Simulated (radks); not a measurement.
Results of a calculation; reference values are marked as such.
Question: These are the eigenvalues of the occupied orbitals of an atom or ion with whole-number occupations (hartree). Level of theory: scalar-relativistic Kohn-Sham, LB94 model potential, spin-polarised, spherical densities, finite nucleus; Fermi nuclear charge, rms radius of each element as measured or else 0.836 A^(1/3) + 0.57 fm (a radial shooting solver on a logarithmic mesh with Libxc functionals).

1s: -150.1447

Which element is it, and in what charge state? The configuration may be excited. Open shells, if any, are filled with parallel spins first.

Answer: Z = 18, argon, charge +16: Ar16+ in [He]. The 1s level, -150.14 hartree, gives Z - s = 17.3 by -(Z - s)^2/2, which with screening and relativity narrows Z to a few neighbours, and with so few levels the electron count can be read from the list.
